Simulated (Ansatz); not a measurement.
The cluster Sn₃Bi₂, relaxed as a triplet with UKS PBE-D4/def2-SVP in Ansatz, starting from the PBE-D4/def2-SVP geometry of the neutral singlet. Force threshold 0.02 eV/Å.

In the def2 sets Bi, Sn take a core potential; there is no spin–orbit coupling. At PBE-D4/def2-SVP a singlet of charge 0 lies 1.07 eV below the triplet, each at its own geometry. The structure comes from a short search, and lower isomers may exist.

Start:

| atom | x (Å) | y (Å) | z (Å) |
| --- | --- | --- | --- |
| Bi1 | -1.644 | -0.563 | 0.568 |
| Bi2 | 1.115 | 0.568 | 1.332 |
| Sn3 | 0.869 | -2.221 | 0.149 |
| Sn4 | 0.477 | -0.005 | -1.716 |
| Sn5 | -0.818 | 2.221 | -0.333 |

(1) Estimate the energy that the relaxation releases and the steps that it takes.

(2) Does the start keep its bonding and symmetry?

(3) Predict the relaxed structure.

Results:

(1) 71.2 kJ/mol, in 18 steps; 1.7 min on 4 threads of Intel Xeon on a shared host. The force fell under the threshold at step 7, but the optimiser went on and released 0.283 eV more. No frequencies were taken in this run, so the end may be a saddle point.

(2) Bonds lost: Bi2–Sn4 (atoms count from 1). Point group C2v at the start, Cs at the end, both within 0.05 Å.

(3) 
```xyz
5

Bi   -1.667   -0.576    0.525
Bi    0.877    0.534    1.855
Sn    1.137   -1.825    0.076
Sn    0.004   -0.227   -2.106
Sn   -0.351    2.094   -0.349
```
Bond lengths (bridged metal pairs left out): 5 × Bi–Sn 2.97 to 3.14 Å; 2 × Sn–Sn 2.93 Å; 1 × Bi–Bi 3.08 Å.
